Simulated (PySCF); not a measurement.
H7NSSi2, SMILES N[SiH2]S[SiH3]. Atoms are numbered in the order given.

```xyz
11

Si     1.4083    -1.1557     1.1672
S      0.6728    -0.3451    -0.6889
Si    -1.0796     0.7367     0.0349
N     -1.9362     1.5182    -1.2397
H      0.4012    -2.0508     1.8079
H      1.7511    -0.0742     2.1362
H      2.6308    -1.9353     0.8350
H     -1.9933    -0.2363     0.6934
H     -0.6270     1.7715     1.0042
H     -1.5235     2.3278    -1.6946
H     -2.4532     0.9570    -1.9107
```
Charge 0, spin multiplicity 1.

Geometry: B3LYP-D3(BJ)/def2-SVP. One conformer was computed; it need not be the lowest.

These are TDDFT-M06-2X/def2-SVPD in PySCF values and carry that method's errors.

Vertical excitations. Isolated molecule, no solvent.

Computed UV-visible absorptions:
```
state  energy (eV)  λ (nm)      f                                                                 main pairs
-----  -----------  ------  -----  -------------------------------------------------------------------------
S1            5.94     209  0.004                                                             HOMO→LUMO 84 %
S2            6.09     203  0.014                                                           HOMO→LUMO+1 85 %
S3            6.36     195  0.010       HOMO→LUMO+2 43 %, HOMO→LUMO+3 33 %, HOMO→LUMO+1 9 %, HOMO→LUMO+8 8 %
S4            6.55     189  0.034                                                           HOMO−1→LUMO 84 %
S5            7.12     174  0.001                                         HOMO→LUMO+2 45 %, HOMO→LUMO+3 38 %
S6            7.24     171  0.032  HOMO→LUMO+6 40 %, HOMO−1→LUMO+1 20 %, HOMO→LUMO+5 12 %, HOMO−2→LUMO+1 7 %
S7            7.37     168  0.024                                       HOMO−1→LUMO+1 51 %, HOMO→LUMO+6 22 %
S8            7.44     167  0.009                                                           HOMO→LUMO+4 80 %
S9            7.50     165  0.010                                       HOMO−2→LUMO 48 %, HOMO−1→LUMO+3 32 %
S10           7.74     160  0.152  HOMO−1→LUMO+2 41 %, HOMO→LUMO+5 15 %, HOMO−2→LUMO 13 %, HOMO−1→LUMO+7 7 %
T1            5.74     216      0                                           HOMO→LUMO+1 43 %, HOMO→LUMO 40 %
T2            5.90     210      0                                           HOMO→LUMO+1 47 %, HOMO→LUMO 41 %
T3            6.16     201      0                       HOMO→LUMO+3 39 %, HOMO→LUMO+2 38 %, HOMO→LUMO+8 10 %
T4            6.27     198      0                                                           HOMO−1→LUMO 80 %
```
Triplets are in the Tamm–Dancoff approximation, which puts them higher than full response would, so one can lie above its singlet here.
